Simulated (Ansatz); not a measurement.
`FC[SiH]([SiH3])S` → `[CH2]` (triplet) + `F[SiH]([SiH3])S` at 400 K and 1 bar (formal loss of a carbene).

Isolated molecules relaxed with PBE0-D4/def2-TZVP in Ansatz; ΔE leaves out vibrations. CCSD(T)/CBS is the MP2 limit (def2-TZVPP, def2-QZVPP) plus CCSD(T) − MP2 in def2-TZVPP, frozen cores. This one scheme is used for every species. Triplets are unrestricted, without spin–orbit coupling. One conformer a species, not always the lowest.

```csv
species,CCSD(T)/CBS energy (Eh),H − E (kJ/mol),S (J/(mol·K))
`FC[SiH]([SiH3])S`,-1117.99851,234.1,448.4
`[CH2]` (triplet),-39.09499,59.0,205.7
`F[SiH]([SiH3])S`,-1078.81755,155.9,388.5
```

H − E and S are ideal-gas, rigid-rotor, harmonic terms from PBE0-D4/def2-TZVP, for one conformer and one mirror image of each species, with the whole ground term of open shells counted as degenerate. 1 Eh = 2625.50 kJ/mol, R = 8.31446 J/(mol·K).

Question: By hand: ΔE, ΔH, ΔS and ΔG.

Answer: ΔE = (-39.09499) + (-1078.81755) − (-1117.99851) = 0.08597 Eh = 225.7 kJ/mol. Δ(H − E) = 59.0 + 155.9 − 234.1 = -19.2, so ΔH = 206.5 kJ/mol. ΔS = 205.7 + 388.5 − 448.4 = 145.8 J/(mol·K). ΔG = 206.5 − 400 × (145.8)/1000 = 148.2 kJ/mol.

Question: By hand: the equilibrium constant, and the temperature at which ΔG would vanish if ΔH and ΔS stayed fixed.

Answer: log₁₀ K = −ΔG/(RT ln 10) = -19.4. ΔG = 0 at ΔH/ΔS = 1416 K.

The number of gas molecules changes by +1, which sets the sign of ΔS. A doubt of 5 kJ/mol in ΔE shifts log₁₀ K by 0.7 here. Other conformers and mirror images would add mixing entropy, several J/(mol·K) or more a flexible species. Modes under 60 cm⁻¹, often nearly free rotors, make the harmonic entropy too high. A triplet takes part, so the spin changes. These are equilibria of isolated gas molecules and say nothing of rates. Largest T1 diagnostic: 0.013 (customary marks: 0.02 for closed shells, 0.045 for open ones).
